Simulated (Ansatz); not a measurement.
Consider the redistribution: `COB(C)[SeH]` + `[OH][SnH2][Br]` → `[OH][SnH2][SeH]` + `COB(C)Br`.

Calculated with Ansatz (gas phase, PBE0-D4/def2-TZVP geometries, no zero-point term in ΔE). CCSD(T)/CBS is the MP2 limit (def2-TZVPP, def2-QZVPP) plus CCSD(T) − MP2 in def2-TZVPP, frozen cores. Functionals use def2-TZVPP. def2 core potentials past Kr. For Br, Se, Sn outer-core shells are correlated without core-valence functions, which leaves a few kJ/mol of doubt a bond. Scalar relativity is left out up to krypton. One conformer a species, not always the lowest.

```csv
level,ΔE (eV)
PBE-D4,0.04
PBE0-D4,0.05
ωB97M-V,0.05
B2PLYP,0.04
PBE0,0.04
MP2/def2-TZVPP,0.05
CCSD/def2-TZVPP,0.07
MP2/CBS(def2),0.05
```

Question: What does CCSD(T)/CBS give? (Best estimate.)

Answer: The calculation gave: +0.06 eV. The listed levels differ from it by -0.02, -0.01, -0.01, -0.02, -0.02, -0.01, 0.01, -0.01 eV.

Largest T1 diagnostic among the species: 0.012.
